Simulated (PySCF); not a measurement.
F2S, SMILES FSF (connectivity only; charge and spin as stated), charge +1, multiplicity 2. Atoms are numbered in the order given.

```xyz
3

F      0.0000    -1.1796    -0.4490
S      0.0000     0.0000     0.5052
F      0.0000     1.1796    -0.4490
```
Charge +1, spin multiplicity 2.

Geometry optimised at B3LYP-D3(BJ)/def2-TZVP. The multiplicity is an assumed one; other spin states were not compared.

Calculation: B3LYP-D3(BJ)/def2-TZVP run with PySCF.

Frequencies are harmonic and unscaled.

```csv
mode,ν (cm⁻¹),IR (km/mol),moving atoms (share of kinetic energy)
1,400,14.3,"F 80 %, S 20 %"
2,970,76.1,"F 66 %, S 34 %"
3,989,167.7,"F 58 %, S 42 %"
```
